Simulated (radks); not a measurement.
Values are calculated unless marked as measured or tabulated.
Numerical settings for the neodymium ion Nd+, [Xe] 4f4 6s1. Code: a radial shooting solver on a logarithmic mesh with Libxc functionals. Model: Dirac Kohn-Sham, LDA (Slater exchange, Perdew-Wang correlation), spin-unpolarised, spherical densities, point nucleus; open shells fill j = l - 1/2 first. The defaults (mesh step 0.008 in ln r, mesh end at 40 bohr or more with all orbitals vanishing there, Anderson mixing 0.5 over 9 steps, residual threshold near 1e-9 with the energy settled to 1e-9 hartree or 1e-11 of itself, here a cap of 50 iterations) give E = -9622.7931 hartree and 4f5/2 at -8.007 eV in 16 iterations. Run on one thread of a shared host, so times are rough (Arm Neoverse V1): 0.19 s of CPU time, 0.19 s wall, 16 iterations on 2648 mesh points. Changes against that run (0 stands for a change within the tolerance of the run):

| setting | iterations | converged | E (mhartree) | e(4f5/2) (meV) | CPU (s) |
|---|---|---|---|---|---|
| mesh step in ln r 0.005 | 16 | yes | 0 | 0 | 0.29 |
| mesh step in ln r 0.003 | 16 | yes | 0 | 0 | 0.48 |
| mesh step in ln r 0.03 | 16 | yes | +0.00432 | 0 | 0.06 |
| mesh end (bohr) 5 | 13 | yes | +152 | +2.1e+03 | 0.15 |
| mesh end (bohr) 12 | 16 | yes | +0.0382 | +3.34 | 0.18 |
| residual threshold 1e-13 | 21 | yes | 0 | 0 | 0.22 |
| residual threshold 0.1 | 9 | yes | +0.00205 | +20.9 | 0.14 |
| mixing 1.5 | 15 | yes | 0 | 0 | 0.18 |
| linear mixing, mixing 0.05 | 50 | no | +0.595 | -453 | 0.5 |
| linear mixing, mixing 1 | 50 | no | +2.38e+05 | +7.16e+03 | 1.7 |
| mixing history 3 | 19 | yes | 0 | 0 | 0.2 |
| iteration cap 2 | 2 | no | +213 | -1.13e+04 | 0.04 |

Settings that end as converged yet miss the energy by more than 1 mhartree: mesh end (bohr) 5 (+0.152 hartree). A mesh that ends early acts as a hard wall.
